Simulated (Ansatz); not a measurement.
Ideal-gas functions of ClFHOSV, SMILES `[OH][V]([F])(=[S])[Cl]` at 298.15 K and 1 bar, from an Ansatz frequency run at PBE0-D4/def2-TZVP.

Molar mass 154.47 g/mol, point group C1 (symmetry number 1), electronic degeneracy 1, moments of inertia 191.311, 267.264, 310.33 u Å². Harmonic wavenumbers (cm⁻¹, unscaled): 163, 174, 212, 228, 246, 382, 474, 605, 663, 773, 825, 3878.

Use S(trans) = R[1.5 ln M + 2.5 ln T − 1.1517]; rotational temperatures θ = 24.2544 K / I; S(rot) = R[ln(√π/σ · √(T³/θAθBθC)) + 1.5]; for each mode x = 1.438777 ν̃/T, S = R[x/(eˣ − 1) − ln(1 − e⁻ˣ)] and H = RT x/(eˣ − 1); 1 cm⁻¹ = 0.0119627 kJ/mol; R = 8.31446 J/(mol·K).

By hand: the entropy, in J/(mol·K).

Translation 171.7. Rotation: θ = 0.1268, 0.0908, 0.0782 K, giving 117.4. Vibration, mode by mode: 10.52, 10.01, 8.48, 7.93, 7.36, 4.31, 3.04, 1.85, 1.48, 0.96, 0.79, 0.00, in all 56.7. Electronic 0.0. Sum 345.8 J/(mol·K).

By hand: H − E and G − E in kJ/mol, counted from the electronic energy.

Zero-point energy ½ × 8623 × 0.0119627 = 51.6; thermal vibration 10.0; translation, rotation and pV give 4 RT = 9.9. H − E = 71.5 kJ/mol, and G − E = 71.5 − 298.15 × 345.8/1000 = -31.6 kJ/mol.

Vibration gives 16 % of the entropy. The sum counts one conformer and one mirror image; others add a mixing term.
